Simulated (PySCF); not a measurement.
# `InChI=1S/C6H9Cl/c1-3-5-6(7)4-2/h3-5H,1-2H3/b5-3-,6-4+`

Cartesian coordinates in Å; atom numbers follow the order of the lines, from 1:
```xyz
16

C     1.7596   -0.2219   -0.6025
C     1.3094   -0.7528    0.7150
C     0.2838   -0.3036    1.4301
C    -0.6140    0.7847    1.0457
Cl   -0.6266    2.0917    2.2110
C    -1.4054    0.8617   -0.0169
C    -1.5521   -0.2075   -1.0475
H     1.6108   -0.9670   -1.3841
H     1.2182    0.6814   -0.8667
H     2.8256   -0.0015   -0.5611
H     1.9050   -1.5643    1.1133
H     0.0946   -0.7166    2.4129
H    -2.0222    1.7386   -0.1558
H    -2.6065   -0.4478   -1.1775
H    -1.1729    0.1397   -2.0084
H    -1.0150   -1.1059   -0.7598
```

Computed, not measured: PySCF, GIAO B3LYP/pcSseg-1 magnetisability, rotational g tensor and spin-rotation constants, non-relativistic, gas phase. Geometry: GFN2-xTB.

Task: Give the nuclear spin-rotation constants along the inertial axes (H = +C I·J) beside the isotropic shieldings.

Result: Rotational constants 2.7487, 1.5818, 1.1539 GHz. A star marks the isotopologue with that one atom substituted, in its own axes.
| atom | isotope | Caa (kHz) | Cbb (kHz) | Ccc (kHz) | mean (kHz) | σ (ppm) |
| --- | --- | --- | --- | --- | --- | --- |
| Cl5 | 35Cl | 0.329 | 0.592 | 0.419 | 0.447 | 664.9 |
| H8 | 1H | -0.015 | -0.130 | -0.126 | -0.090 | 30.2 |
| H9 | 1H | -0.183 | -0.097 | -0.068 | -0.116 | 29.8 |
| H10 | 1H | -0.281 | -0.031 | -0.082 | -0.131 | 30.1 |
| H11 | 1H | -0.170 | -0.014 | -0.055 | -0.080 | 26.0 |
| H12 | 1H | -0.219 | -0.118 | 0.043 | -0.098 | 25.9 |
| H13 | 1H | -0.051 | -0.051 | -0.078 | -0.060 | 25.9 |
| H14 | 1H | -0.299 | -0.004 | -0.092 | -0.132 | 30.0 |
| H15 | 1H | -0.203 | -0.161 | -0.021 | -0.128 | 30.1 |
| H16 | 1H | -0.155 | -0.095 | -0.087 | -0.112 | 30.1 |
| C1 | 13C* | 0.459 | 0.238 | 0.150 | 0.282 | 163.3 |
| C2 | 13C* | 0.859 | 0.480 | 0.440 | 0.593 | 42.9 |
| C3 | 13C* | 0.763 | 0.509 | 0.440 | 0.571 | 47.6 |
| C4 | 13C* | 1.319 | 0.453 | 0.292 | 0.688 | 39.1 |
| C6 | 13C* | 1.163 | 0.515 | 0.261 | 0.646 | 48.3 |
| C7 | 13C* | 0.385 | 0.264 | 0.166 | 0.272 | 162.6 |

For the geometry as given, no vibrational averaging.

Task: How do the rotational constants and the g tensor change when H8, H9, H10, H11, H12, H13, H14, H15, H16 are replaced by deuterium?

Result: Constants 2.2475, 1.4029, 1.0143 GHz; g -0.0125, -0.0119, -0.0048, against -0.0149, -0.0132, -0.0053 before.
